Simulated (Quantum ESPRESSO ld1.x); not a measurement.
Results of a calculation; reference values are marked as such.
Task: These are the eigenvalues of the occupied orbitals of an atom or ion with whole-number occupations (eV). Level of theory: scalar-relativistic Kohn-Sham, LDA (Slater exchange, Perdew-Zunger correlation), spin-polarised, spherical densities, point nucleus (ld1.x of Quantum ESPRESSO 7.5).

orbital  eigenvalue
1s up     -1935.642
1s down   -1932.374
2s up      -423.182

Which element is it, and in what charge state? The configuration may be excited. Open shells, if any, are filled with parallel spins first.

Result: Z = 13, aluminium, charge +10: Al10+ in [He] 2s1. The list shows which subshells hold electrons but not how many an open one holds; the 1s level, -71.133 hartree, gives Z - s = 11.9 by -(Z - s)^2/2, which with screening and relativity narrows Z to a few neighbours, and the depths of the outer levels then fix element, charge and occupations together.
